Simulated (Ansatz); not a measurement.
Born–Oppenheimer molecular dynamics of FH8NW (11 atoms, charge 0, multiplicity 1). It starts at the highest image of a converged band. Of that band: The profile has 2 maxima (images 1, 3) with wells between them (image 2): this band takes more than one step, which may be the mechanism or a detour left from its start path. A vibrational analysis at the climbing image gives one clearly imaginary mode, 1242i cm⁻¹: a first-order saddle point.

Theory: RKS B3LYP/def2-SVP in Ansatz 0.2.0.

```
ensemble                      : NVE (velocity Verlet)
time step                     : 0.5 fs
steps asked                   : 200
starting velocities drawn for : 300 K
seed                          : 4252
```

First frame:

```xyz
11
Properties=species:S:1:pos:R:3
W 0.267 0.247 -0.203
H 0.051 0.172 1.645
H 1.459 -0.663 0.573
H -0.677 1.506 0.413
H -1.344 -0.130 0.126
H -0.163 -1.329 0.218
F 0.236 0.074 -2.070
N 1.598 1.626 0.692
H 2.552 1.402 0.961
H 1.375 2.601 0.872
H 0.787 0.889 1.536
```

(1) How far do the bonds stretch over the last three quarters of this one trajectory? (Pairs bonded in most of those frames.)

Answers

(1) 
```
  bond  mean (Å)  spread (Å)  shortest  longest
 W1–H3     1.687       0.050      1.61     1.76
 W1–H4     1.688       0.025      1.64     1.73
 W1–H5     1.722       0.049      1.64     1.79
 W1–H6     1.711       0.007      1.70     1.72
 W1–F7     1.849       0.014      1.83     1.87
 W1–N8     1.977       0.033      1.91     2.04
H2–H11     0.769       0.034      0.72     0.82
 N8–H9     1.018       0.010      1.00     1.03
N8–H10     1.020       0.013      1.00     1.04
```

Pairs bonded in part of these frames only: W1–H11 6 %.

Mean temperature of the second half: 507 K. The conserved energy stayed within 0.19 meV per atom of its start (net change -0.017 meV per atom), so the integration is sound. The kinetic energy rose, since the run started high on the potential surface and went downhill. It ends in pieces (FH6NW + H2), so much of that is their flight and rotation, not heat. A run of 0.1 ps of so small a system gives no equilibrium averages. The orbitals stay closed-shell, which can raise the energy where a bond breaks towards radicals; this wasn't checked here.

Time of the run: 6.4 min on 2 threads of Intel(R) Xeon(R) 6975P-C (Granite Rapids), on a shared host, peak memory 0.22 GiB.
